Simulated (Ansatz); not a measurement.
Mulliken charges of C2H4FGeN (`N#C[CH2][GeH2][F]`) from B3LYP/def2-TZVPP in Ansatz (PBE0-D4/def2-TZVP geometry).

```json
{"atom": "N1", "x (Å)": "1.391", "y (Å)": "-2.232", "z (Å)": "0.867", "charge (e)": "0.006"}
{"atom": "C2", "x (Å)": "1.184", "y (Å)": "-1.187", "z (Å)": "0.430", "charge (e)": "-0.254"}
{"atom": "C3", "x (Å)": "0.854", "y (Å)": "0.109", "z (Å)": "-0.108", "charge (e)": "-0.189"}
{"atom": "Ge4", "x (Å)": "-1.098", "y (Å)": "0.378", "z (Å)": "-0.093", "charge (e)": "0.532"}
{"atom": "F5", "x (Å)": "-1.300", "y (Å)": "1.968", "z (Å)": "-0.771", "charge (e)": "-0.385"}
{"atom": "H6", "x (Å)": "1.208", "y (Å)": "0.197", "z (Å)": "-1.137", "charge (e)": "0.139"}
{"atom": "H7", "x (Å)": "1.317", "y (Å)": "0.899", "z (Å)": "0.487", "charge (e)": "0.139"}
{"atom": "H8", "x (Å)": "-1.813", "y (Å)": "-0.603", "z (Å)": "-1.025", "charge (e)": "0.007"}
{"atom": "H9", "x (Å)": "-1.654", "y (Å)": "0.424", "z (Å)": "1.333", "charge (e)": "0.007"}
```

Problem. By hand: the dipole of these point charges (1 e Å = 4.8032 D).

Solution. Σ q r = (-0.211, -0.138, 0.076) e Å, of length 0.263 e Å = 1.26 D.

Problem. How does the dipole of the full density compare? (Estimate.)

Solution. Computed: (-0.130, 0.349, -0.140) e Å, 1.91 D; the point charges give 0.66 times that, at 107° from its direction.

Point charges leave out the atoms' own dipoles, such as those of lone pairs, and Mulliken's split depends on the basis, so the two needn't agree.

B3LYP here is the variant with VWN-RPA as its local correlation; programs differ in this.
